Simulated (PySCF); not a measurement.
`C=NC(=C)/C=C\F`, C$_{5}$H$_{6}$FN

Cartesian coordinates in Å; atom numbers follow the order of the lines, from 1:
```xyz
13

C     1.968   -0.350   -0.682
N     0.966   -0.652    0.003
C    -0.333   -0.286   -0.292
C    -0.931   -0.640   -1.439
C    -1.072    0.384    0.773
C    -0.565    0.886    1.892
F     0.736    0.849    2.208
H     1.944    0.301   -1.561
H     2.929   -0.741   -0.381
H    -1.981   -0.474   -1.601
H    -0.388   -1.153   -2.213
H    -2.133    0.496    0.615
H    -1.145    1.381    2.658
```

Level of theory: PySCF, GIAO wB97X-D/pcSseg-1 magnetisability, rotational g tensor and spin-rotation constants, non-relativistic, gas phase. Geometry: GFN2-xTB.

**Question.** How diamagnetic is it, and how anisotropic?

**Answer.** Isotropic -808 × 10⁻³⁰ J/T², or -48.7 × 10⁻⁶ cm³/mol; principal values -964, -815, -645 × 10⁻³⁰ J/T², anisotropy 276 × 10⁻³⁰ J/T² (root of half the summed squared differences of the principal values). The susceptibility is in cgs units.

**Question.** Split it along the inertial axes a, b, c into diamagnetic and paramagnetic parts about the centre of mass, with the quadrupole moment.

**Answer.** 
| axis | χ (10⁻⁶ cm³/mol) | diamagnetic (10⁻⁶ cm³/mol) | paramagnetic (10⁻⁶ cm³/mol) | summed x² of all electrons (Å²) | quadrupole Θ (D Å) |
| --- | --- | --- | --- | --- | --- |
| a | -50.6 | -382.5 | 331.9 | 123.2 | +3.12 |
| b | -40.0 | -574.7 | 534.7 | 77.9 | +5.04 |
| c | -55.3 | -853.0 | 797.7 | 12.3 | -8.16 |

Anisotropies 2χaa − χbb − χcc = -5.9 and 2χbb − χaa − χcc = +25.9 × 10⁻⁶ cm³/mol. Θ is traceless in Buckingham's convention.

**Question.** And the rotational g tensor?

**Answer.** 
| axis | rotational constant (GHz) | g | nuclear part | electronic part |
| --- | --- | --- | --- | --- |
| a | 4.0675 | -0.0376 | 0.5966 | -0.6342 |
| b | 2.3466 | -0.0346 | 0.5549 | -0.5895 |
| c | 1.5301 | -0.0060 | 0.5674 | -0.5734 |

Asymmetric top; isotopes 12C, 19F, 1H, 14N; no vibrational averaging.
